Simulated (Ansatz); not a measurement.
BH5O2Sn (`O[BH][SnH2][OH]`). The species carries charge 0 and has multiplicity 1. Sn takes the def2 core potential. Geometry: relaxed with PBE0-D4/def2-TZVP. It is one conformer, not always the lowest.

```xyz
9

O    -0.527   -0.542   -1.721
B     0.550    0.013   -1.130
Sn    0.361    0.351    1.101
O    -1.443   -0.261    1.644
H    -0.433   -0.678   -2.670
H     1.521    0.293   -1.781
H     1.452   -0.552    2.065
H     0.444    1.987    1.600
H    -1.926   -0.612    0.892
```

(1) What is the dipole moment at B3LYP/def2-TZVPP? (Estimate.)

(2) And with PBE, r2SCAN, ωB97M-V? (Estimate.)

(3) Give the Mulliken charges with B3LYP, PBE, r2SCAN in def2-TZVPP. (An estimate is asked.)

Results:

(1) Computed: 4.41 D, with components (1.22, -0.32, -4.23) D in this frame, pointing from negative to positive charge.

(2) Ansatz gave: PBE 4.25 D, r2SCAN 4.35 D, ωB97M-V 4.44 D.

(3) Ansatz gave: 
```csv
atom,B3LYP,PBE,r2SCAN
O1,-0.23,-0.19,-0.26
B2,-0.04,-0.08,0.01
Sn3,0.75,0.69,0.74
O4,-0.57,-0.53,-0.59
H5,0.21,0.21,0.23
H6,0.01,-0.01,-0.03
H7,-0.15,-0.14,-0.14
H8,-0.15,-0.14,-0.14
H9,0.17,0.18,0.19
```

B3LYP here is the variant with VWN-RPA as its local correlation; programs differ in this.
